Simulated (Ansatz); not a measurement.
Consider the ligand exchange at the Si–O bond: `O[SiH2]O[SiH2]F` + `O[SiH2][SiH3]` → `O[SiH2]O[SiH2][SiH3]` + `O[SiH2]F`.

Program: Ansatz. Geometries: PBE0-D4/def2-TZVP. ΔE: electronic, gas phase. CBS: MP2 limit from def2 TZ/QZ plus the TZ coupled-cluster correction, frozen cores. Functionals use def2-TZVPP. One conformer a species, not always the lowest.

| level | ΔE (kJ/mol) |
| --- | --- |
| r2SCAN-D4 | -3.5 |
| MP2/def2-TZVPP | -4.3 |
| MP2/def2-QZVPP | -3.9 |
| SCS-MP2/def2-QZVPP | -2.9 |

(1) What does CCSD(T)/CBS give? (An estimate is asked.)

Largest T1 diagnostic among the species: 0.012.

Answers

(1) Ansatz gave: -3.6 kJ/mol. The listed levels differ from it by 0.1, -0.7, -0.3, 0.7 kJ/mol.

In def2-TZVPP, CCSD(T) changes the Hartree–Fock value by −4.4 kJ/mol (the triples alone add −0.8 kJ/mol) and MP2 by −4.8 kJ/mol. The D4 term adds −4.3 kJ/mol with B3LYP and −2.6 kJ/mol with PBE0; it sums over pairs of atoms, weighted by their polarisabilities, and B3LYP, whose exchange is more repulsive, gets the larger term.

B3LYP here is the variant with VWN-RPA as its local correlation; programs differ in this.
